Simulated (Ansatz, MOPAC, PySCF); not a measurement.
Noncovalent pair: HF (SMILES F) (first 2 atoms) with HCl (SMILES Cl); geometry from B3LYP-D3(BJ)/def2-TZVP, rigid monomers moved along the line of their centres of mass till H2···Cl3 is 2.06 Å.
(charge 0, multiplicity 1):
```xyz
4

F     -0.0125    -0.0839    -0.1391
H      0.1544     0.1338     0.7509
Cl    -0.0217     0.4414     2.7818
H     -1.2363     0.0240     2.7630
```

Monomers are frozen at their geometry in the pair; levels with a basis set take the counterpoise correction. Rows marked so take none.

Rows in 3-21G, 6-31G* carry no dispersion term and start afresh at each structure (6-31G* with six Cartesian d functions). The state that AM1 reach isn't checked.

Codes used: Ansatz (a program for electronic structure); MOPAC for AM1 (differences of heats of formation); PySCF for 3-21G rows, 6-31G* rows. 

Question: One of these levels gives -1.8 kJ/mol for the interaction energy. Which?
A. AM1
B. PBE0/def2-TZVPPD
C. B3LYP/6-31G*
D. HF/3-21G (no counterpoise)

Answer: C, B3LYP/6-31G*. The others give 3.7 (AM1), 2.1 (HF/3-21G (no counterpoise)), -10.8 (PBE0/def2-TZVPPD)
